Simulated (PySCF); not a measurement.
Optical rotation: SMILES CS[C@@]1(F)C[C@@H]1[SiH3], C₄H₉FSSi

Molfile (atoms numbered from 1):
```
C4H9FSSi
     RDKit          3D

 16 16  0  0  0  0  0  0  0  0999 V2000
   -2.5930    0.0615   -0.3251 C   0  0  0  0  0  0  0  0  0  0  0  0
   -1.6967   -1.4677    0.0835 S   0  0  0  0  0  0  0  0  0  0  0  0
   -0.1375   -0.7266    0.5574 C   0  0  1  0  0  0  0  0  0  0  0  0
   -0.2416   -0.0348    1.7387 F   0  0  0  0  0  0  0  0  0  0  0  0
    1.1432   -1.4394    0.3049 C   0  0  0  0  0  0  0  0  0  0  0  0
    0.8051   -0.1846   -0.4660 C   0  0  2  0  0  0  0  0  0  0  0  0
    1.7210    1.4332   -0.1211 Si  0  0  0  0  0  4  0  0  0  0  0  0
   -2.0876    0.5709   -1.1410 H   0  0  0  0  0  0  0  0  0  0  0  0
   -3.5929   -0.2331   -0.6252 H   0  0  0  0  0  0  0  0  0  0  0  0
   -2.6357    0.6927    0.5576 H   0  0  0  0  0  0  0  0  0  0  0  0
    1.8954   -1.3792    1.0774 H   0  0  0  0  0  0  0  0  0  0  0  0
    1.0973   -2.3939   -0.1977 H   0  0  0  0  0  0  0  0  0  0  0  0
    0.4936   -0.3508   -1.4912 H   0  0  0  0  0  0  0  0  0  0  0  0
    0.7859    2.5343   -0.3589 H   0  0  0  0  0  0  0  0  0  0  0  0
    2.1950    1.4349    1.2585 H   0  0  0  0  0  0  0  0  0  0  0  0
    2.8410    1.4915   -1.0606 H   0  0  0  0  0  0  0  0  0  0  0  0
  1  2  1  0
  2  3  1  0
  3  4  1  1
  3  5  1  0
  5  6  1  0
  6  7  1  0
  6  3  1  0
  1  8  1  0
  1  9  1  0
  1 10  1  0
  5 11  1  0
  5 12  1  0
  6 13  1  6
  7 14  1  0
  7 15  1  0
  7 16  1  0
M  END
```

Method: PySCF, TDDFT B3LYP/aug-cc-pVDZ circular dichroism and optical rotation, one conformer, gas phase. Geometry: GFN2-xTB.

The molecule is flexible and this is one conformer; a measurement averages over conformers. States above about 6.5 eV (minus the energy of the highest occupied orbital) lie near or above the ionisation threshold and depend on the basis.

Stereocentres: C3 S, C6 S.

(1) Give the optical rotatory dispersion at 633, 589.3, 546, 436, 405, 365, 355 nm.

(2) And for the mirror image at 589.3 nm?

(3) What is the molar rotation [Φ] = [α]·M/100 of the geometry above at 589.3 nm?

Results:

(1) [α] in deg dm⁻¹ (g/mL)⁻¹:
```tsv
λ (nm)	origin-invariant length gauge	modified velocity gauge	length gauge (centre of mass)	isotropic polarisability (au)
633	+110.7	+122.2	+109.2	99.8
589.3	+131.6	+145.0	+129.7	100.3
546	+159.0	+174.9	+156.8	100.8
436	+291.6	+318.8	+287.9	103.2
405	+363.9	+396.7	+359.5	104.2
365	+512.3	+555.7	+506.5	106.2
355	+565.6	+612.6	+559.3	106.8
```

(2) -131.6 deg dm⁻¹ (g/mL)⁻¹ (origin-invariant length gauge): the same size and the opposite sign.

(3) With M = 136.26 g/mol, +179.2 deg cm² dmol⁻¹ (origin-invariant length gauge).

The first excitation lies at 5.28 eV (235 nm) with R = +9.0 × 10⁻⁴⁰ esu² cm² (velocity form).
